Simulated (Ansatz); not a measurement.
`Clc1cccc2ccccc12`, one more setting.

```yaml
crystal:
  periodic: [false, false, false]
  atoms:
    - {symbol: Cl, position_ang: [2.344663, -2.213182, 0.869390]}
    - {symbol: C, position_ang: [1.510849, -1.034800, -0.082642]}
    - {symbol: C, position_ang: [2.039154, -0.678901, -1.291962]}
    - {symbol: C, position_ang: [1.384547, 0.276089, -2.088353]}
    - {symbol: C, position_ang: [0.222030, 0.852492, -1.662158]}
    - {symbol: C, position_ang: [-0.340465, 0.499510, -0.417288]}
    - {symbol: C, position_ang: [-1.541138, 1.083891, 0.040800]}
    - {symbol: C, position_ang: [-2.077999, 0.735336, 1.248022]}
    - {symbol: C, position_ang: [-1.434152, -0.219083, 2.056050]}
    - {symbol: C, position_ang: [-0.269506, -0.806143, 1.644960]}
    - {symbol: C, position_ang: [0.308090, -0.466254, 0.403861]}
    - {symbol: H, position_ang: [2.960651, -1.136597, -1.628297]}
    - {symbol: H, position_ang: [1.814391, 0.549003, -3.044882]}
    - {symbol: H, position_ang: [-0.285922, 1.589818, -2.273872]}
    - {symbol: H, position_ang: [-2.030830, 1.818966, -0.588917]}
    - {symbol: H, position_ang: [-3.000551, 1.192696, 1.586245]}
    - {symbol: H, position_ang: [-1.865348, -0.491090, 3.012447]}
    - {symbol: H, position_ang: [0.224037, -1.540249, 2.268397]}
basis:
  gaussian: {orbitals: def2-SVP}
hamiltonian: {xc: {name: r2SCAN}, dispersion: d3bj}
```

```sh
$ ansatz run in.yaml --threads 4 --pin off --events-out ev --progress --plain --max-ram 66560MiB --backend cpu
```

Shortened log:

```
Warning: the engine holds no damping parameters fitted to this dispersion correction and functional, so the run takes those fitted to r2scan beside the three-body term, which d3bj leaves out (hamiltonian.dispersion, under Limitations)
Functional definition: r2SCAN
2181 factors; their error is unknown
mean field evaluation 1: about -22974.5494 eV, gradient 7.0e1 eV
mean field evaluation 2: about -22963.1043 eV, gradient 9.7e1 eV
mean field evaluation 4: about -22988.1048 eV, gradient 1.5e1 eV
mean field evaluation 8: about -22988.7206 eV, gradient 1.0e-1 eV
mean field evaluation 16: about -22988.5892 eV, gradient 2.0e-3 eV
mean field -22988.58921817 eV, -844.8150715424 hartree, gradient 3.5e-6 eV, S^2 0.000000; 0 other end points of the search recorded, 0 dependent functions left out
reference -22988.58922958 eV, -844.8150719615 hartree; 42, 42 occupied and 151, 151 virtual orbitals, 2181 factors
Total energy: -22988.78472299 eV, -844.8222562118 hartree
```

Run time 4.6 s (4 threads of an AMD EPYC 7R13 on a shared host); peak host memory 0.38 GiB.
